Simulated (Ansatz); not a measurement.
Calculated with Ansatz (gas phase, PBE0-D4/def2-TZVP geometries, no zero-point term in ΔE). CBS: MP2 limit from def2 TZ/QZ plus the TZ coupled-cluster correction, frozen cores. This one scheme is used for every species. Functionals use def2-TZVPP. B3LYP here is the variant with VWN-RPA as its local correlation; programs differ in this. One conformer a species, not always the lowest.

Consider the ligand exchange at the Si–C bond: `N[SiH2][SiH2]C=O` + CH₃NH₂ → `CN[SiH2][SiH2]N` + `C=O`.

```csv
level,ΔE (kJ/mol),difference from CCSD(T)/CBS
PBE-D4,-45.9,12.2
B3LYP-D4,-57.3,0.8
ωB97M-V,-58.3,-0.2
B2PLYP,-56.2,1.9
PBE0,-48.9,9.2
B3LYP,-50.2,7.9
HF/def2-TZVPP,-63.9,-5.8
MP2/def2-TZVPP,-64.6,-6.5
SCS-MP2/def2-TZVPP,-63.9,-5.8
CCSD/def2-TZVPP,-61.0,-2.9
CCSD(T)/def2-TZVPP,-59.6,-1.5
HF/def2-QZVPP,-63.9,-5.8
MP2/def2-QZVPP,-63.8,-5.7
SCS-MP2/def2-QZVPP,-63.1,-5.0
MP2/CBS(def2),-63.1,-5.0
CCSD/CBS(def2),-59.5,-1.4
CCSD(T)/CBS,-58.1,0
```

Largest T1 diagnostic among the species: 0.015.

The D4 term adds −7.2 kJ/mol with B3LYP and −4.2 kJ/mol with PBE0; it sums over pairs of atoms, weighted by their polarisabilities, and B3LYP, whose exchange is more repulsive, gets the larger term. From PBE to PBE0 (25 % exact exchange), in def2-TZVPP and without D4, ΔE moves by −7.6 kJ/mol.

CCSD(T)/CBS has its own doubt, a few kJ/mol and more with outer-core shells, so smaller differences from it don't rank the levels.
